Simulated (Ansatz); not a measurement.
`[CH3][GeH]([F])[SH]` + H• → `[CH3][Ge]([F])[SH]`• + H₂  (hydrogen abstraction from a Ge–H bond)

Computed with Ansatz on PBE0-D4/def2-TZVP structures; ΔE is electronic, products minus reactants. CCSD(T)/CBS is the MP2 limit (def2-TZVPP, def2-QZVPP) plus CCSD(T) − MP2 in def2-TZVPP, frozen cores. This one scheme is used for every species, atoms too. Functionals use def2-TZVPP. B3LYP here is the variant with VWN-RPA as its local correlation; programs differ in this. HSE06 is defined as in plane-wave codes. No spin–orbit coupling; open shells (•) take unrestricted orbitals. For Ge outer-core shells are correlated without core-valence functions, so the limit isn't a true one: a few kJ/mol of doubt a bond, and 10 to 20 or more in all where bonds break to atoms. Scalar relativity is left out up to krypton. One conformer a species, not always the lowest.

```csv
level,ΔE (kJ/mol),difference from CCSD(T)/CBS
LDA (SPW92),-93.9,-9.2
PBE-D4,-100.6,-15.9
revPBE-D4,-109.3,-24.6
BLYP-D4,-120.4,-35.7
r2SCAN-D4,-101.5,-16.8
B97M-V,-87.2,-2.5
PBE0-D4,-88.1,-3.4
B3LYP-D4,-108.7,-24.0
r2SCANh-D4,-98.5,-13.8
r2SCAN0-D4,-94.4,-9.7
HSE06-D4,-88.8,-4.1
BHLYP-D4,-92.9,-8.2
CAM-B3LYP-D4,-95.1,-10.4
ωB97X-V,-82.2,2.5
ωB97M-V,-92.4,-7.7
B2PLYP,-95.9,-11.2
PBE-QIDH,-76.6,8.1
revPBE,-112.1,-27.4
BLYP,-122.5,-37.8
r2SCAN,-101.8,-17.1
PBE0,-89.1,-4.4
r2SCANh,-98.9,-14.2
r2SCAN0,-94.8,-10.1
BHLYP,-93.8,-9.1
CAM-B3LYP,-96.1,-11.4
LC-ωPBE,-78.6,6.1
HF/def2-SVP,-46.7,38.0
MP2/def2-SVP,-59.3,25.4
CCSD/def2-SVP,-71.4,13.3
CCSD(T)/def2-SVP,-72.1,12.6
HF/def2-TZVPP,-58.4,26.3
MP2/def2-TZVPP,-71.8,12.9
CCSD/def2-TZVPP,-83.0,1.7
CCSD(T)/def2-TZVPP,-83.5,1.2
HF/def2-QZVPP,-59.2,25.5
MP2/def2-QZVPP,-72.7,12.0
SCS-MP2/def2-QZVPP,-78.8,5.9
HF/CBS(def2),-59.4,25.3
MP2/CBS(def2),-73.0,11.7
CCSD/CBS(def2),-84.2,0.5
CCSD(T)/CBS,-84.7,0
```

Largest T1 diagnostic among the species: 0.014.

Leaving LDA and LC-ωPBE aside and taking each functional with its dispersion term where it has one, the values spread over 43.8 kJ/mol, from BLYP-D4 to PBE-QIDH. LDA lies +7.8 kJ/mol from PBE without D4. From r2SCAN to r2SCAN0 (25 % exact exchange), in def2-TZVPP and without D4, ΔE moves by +7.0 kJ/mol. At CCSD(T), def2-SVP lies +12.6 kJ/mol from the extrapolated value and def2-TZVPP +1.2 kJ/mol.
